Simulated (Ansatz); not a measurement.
`[SiH3][SeH]` + `CCS` → `CCS[SiH3]` + H₂Se at 500 K and 1 bar (ligand exchange at the Si–Se bond).

Calculated with Ansatz (gas phase, PBE0-D4/def2-TZVP geometries, no zero-point term in ΔE). CCSD(T)/CBS is the MP2 limit (def2-TZVPP, def2-QZVPP) plus CCSD(T) − MP2 in def2-TZVPP, frozen cores. This one scheme is used for every species. For Se outer-core shells are correlated without core-valence functions, which leaves a few kJ/mol of doubt a bond. Scalar relativity is left out up to krypton. Each species was taken in one conformer, which may not be the lowest.

```
      species  CCSD(T)/CBS energy (Eh)  H − E (kJ/mol)  S (J/(mol·K))
`[SiH3][SeH]`              -2692.20088           115.2          325.5
        `CCS`               -477.49091           229.0          328.4
  `CCS[SiH3]`               -767.79185           289.4          409.6
         H₂Se              -2401.89790            53.1          237.8
```

H − E and S are ideal-gas, rigid-rotor, harmonic terms from PBE0-D4/def2-TZVP, for one conformer and one mirror image of each species. 1 Eh = 2625.50 kJ/mol, R = 8.31446 J/(mol·K).

**Question.** By hand: ΔE, ΔH, ΔS and ΔG.

**Answer.** ΔE = (-767.79185) + (-2401.89790) − (-2692.20088) − (-477.49091) = 0.00204 Eh = 5.4 kJ/mol. Δ(H − E) = 289.4 + 53.1 − 115.2 − 229.0 = -1.7, so ΔH = 3.7 kJ/mol. ΔS = 409.6 + 237.8 − 325.5 − 328.4 = -6.5 J/(mol·K). ΔG = 3.7 − 500 × (-6.5)/1000 = 7.0 kJ/mol.

**Question.** By hand: the equilibrium constant, and the temperature at which ΔG would vanish if ΔH and ΔS stayed fixed.

**Answer.** log₁₀ K = −ΔG/(RT ln 10) = -0.7. ΔH and −TΔS have one sign here, so there is no such temperature. One of them is within its doubt of zero, so this could turn.

TΔS isn't small against ΔH here. A doubt of 5 kJ/mol in ΔE shifts log₁₀ K by 0.5 here. Other conformers and mirror images would add mixing entropy, several J/(mol·K) or more a flexible species. Modes under 60 cm⁻¹, often nearly free rotors, make the harmonic entropy too high. These are equilibria of isolated gas molecules and say nothing of rates. Largest T1 diagnostic: 0.010 (customary marks: 0.02 for closed shells, 0.045 for open ones).
